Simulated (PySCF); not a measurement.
CAuO, SMILES [C-](#[O+])->[Au+], charge +1, multiplicity 1.

The structure is a stationary point at B3LYP-D3(BJ)/def2-TZVP. The spin state was assumed, not searched. The isomer is the one that the SMILES or the coordinates give; other isomers of the formula were not compared. The def2 effective core potentials stand for the cores of Au; spin–orbit coupling is left out.

Two levels are set side by side: PBE/def2-TZVPD (PySCF) and PBE0/def2-TZVPD (PySCF). Same geometry, gas phase. Differences are taken from unrounded values.

```
quantity                       PBE0
---------------------------  ------
orbital gap (eV)               6.01
highest occupied level (eV)  -15.54
lowest empty level (eV)       -9.53
mean polarisability (bohr³)    29.4
```

What does PBE give, and how far is it from PBE0? (The exact figures need the calculation; the answer reports its results.)


| quantity | PBE | PBE minus PBE0 |
|---|---|---|
| orbital gap (eV) | 3.51 | -2.50 |
| highest occupied level (eV) | -14.23 | 1.31 |
| lowest empty level (eV) | -10.72 | -1.19 |
| mean polarisability (bohr³) | 31.2 | 1.8 |

PBE's occupied levels lie high since its potential decays too fast outside the molecule; exact exchange lowers them and widens the gap. Loosely held outer electrons make PBE densities more polarisable. Differences between two approximate levels are no errors against the true value.

Rough cost on one machine, each run with all the roots and properties that it gave: PBE0 against PBE within a factor of 2.
